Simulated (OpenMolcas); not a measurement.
Fe4+ (d4) among equal point charges was computed by CASSCF with the d shell active (OpenMolcas, ANO-RCC-VDZP on the metal). Its lowest spin-free states, and all those of the highest spin:

| 2S+1 | Degeneracy | E (cm-1) |
| --- | --- | --- |
| 5 | 3 | 0.0 |
| 5 | 2 | 1170 |
| 3 | 3 | 26274 |
| 3 | 3 | 26676 |
| 3 | 3 | 27450 |
| 3 | 2 | 27559 |
| 3 | 3 | 29964 |
| 3 | 3 | 31103 |
| 3 | 3 | 31285 |
| 3 | 1 | 31578 |
| 3 | 3 | 33427 |
| 3 | 2 | 34148 |

Problem. Is the site octahedral, tetrahedral or cube-like, axial, or of lower symmetry?

Solution. The states with 2S+1 = 5 have orbital degeneracies 3, 2. Threefold states need a cubic site. For d4 at this spin an octahedron puts the twofold E below the threefold T2 and a tetrahedron or cube puts the threefold T2 below the twofold E, so the site is a tetrahedron or a cube, which this pattern cannot tell apart. The first gap at this spin, 1170 cm-1, is |10Dq| in ligand-field theory. The run had Fe4+ among 4 point charges of -1 e arranged as a tetrahedron (Td), 1.65 Å from the ion.

An orbital triplet at a regular site is open to Jahn-Teller coupling, which can distort the site and quench the lowest spin-orbit gaps and is left out. Without dynamic correlation the repulsion within the d shell is too large (B by tens of per cent), so at a given field states of lower spin stand too high. The ground term spreads over less than 5000 cm-1, several times less than with real ligands, so orbital moments are less quenched and χT lies further from the spin-only value than at real sites. Point charges carry no covalency, so the field is a model and not that of real ligands. No measured value stands beside these numbers.
